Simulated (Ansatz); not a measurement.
Relaxation of C$_{2}$H$_{4}$OSi (8 atoms, charge 0, multiplicity 1), to a largest force component of 0.02 eV/Å in at most 40 steps.

Method: Ansatz 0.2.0, RKS PBE/def2-SVP.

```xyz
8
Properties=species:S:1:pos:R:3
O -0.429 1.503 -1.016
Si 0.407 0.711 0.074
C 0.553 -1.014 -0.137
C -0.342 -0.721 0.665
H -1.103 1.011 -1.561
H 1.013 1.494 1.185
H 1.123 -1.860 -0.523
H -1.129 -1.182 1.257
```

Where does it end, and by what steps?

It converged. After 6 steps the energy has fallen by 1.253 eV; H8 moved furthest, 0.33 Å.

| step | energy less start (eV) | largest force component (eV/Å) | accepted |
| --- | --- | --- | --- |
| 0 | 0.0000 | 7.093 | yes |
| 1 | -0.9816 | 1.968 | yes |
| 2 | -1.2106 | 0.404 | yes |
| 3 | -1.2386 | 0.362 | yes |
| 4 | -1.2513 | 0.067 | yes |
| 5 | -1.2524 | 0.039 | yes |
| 6 | -1.2525 | 0.004 | yes |

```xyz
8
Properties=species:S:1:pos:R:3
O -0.431 1.707 -1.029
Si 0.266 0.712 0.128
C 0.621 -1.063 -0.069
C -0.439 -0.844 0.759
H -1.020 1.257 -1.660
H 1.092 1.650 0.938
H 1.129 -1.971 -0.440
H -1.125 -1.505 1.318
```

Run time: 19 s on 1 thread of Arm Neoverse V1, on a shared host, peak memory 0.14 GiB.
